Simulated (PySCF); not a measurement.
A GIAO shielding run with PySCF (density fitting, non-relativistic, gas phase) on SMILES BC[AsH2], CH6AsB:

```
{"job": {"kind": "nmr", "xc": "HF", "basis": "pcSseg-2", "pop": false}, "charge": 0, "multiplicity": 1}
B     -0.724267     0.465527    -0.206865
C     -0.095993    -0.915298    -0.450913
As     1.736404    -0.388172     0.174131
H     -0.698140     1.310930    -1.073091
H     -1.203017     0.735345     0.871910
H      0.042519    -1.253226    -1.486623
H     -0.391499    -1.747947     0.201308
H      1.838838     0.910966    -0.620989
H      1.296904     0.349067     1.437106
```

Hardware: 1 thread of an Arm Neoverse V1, shared host.

(1) How large is the calculation?

(2) How long does it take?

(3) And these other runs on the same molecule and hardware: GIAO shielding at PBE0/pcSseg-1; spin–spin coupling at B3LYP/pcJ-1 (pcSseg-1 on As)?

Results:

(1) 50 electrons, 219 basis functions and 700 auxiliary functions.

(2) 12 s of wall time, with 11 SCF cycles and 7 response iterations. Times on a shared host scatter by some tens of per cent.

(3) PBE0/pcSseg-1: 105 functions, 6.7 s; B3LYP/pcJ-1 (pcSseg-1 on As): 155 functions, 23 s.
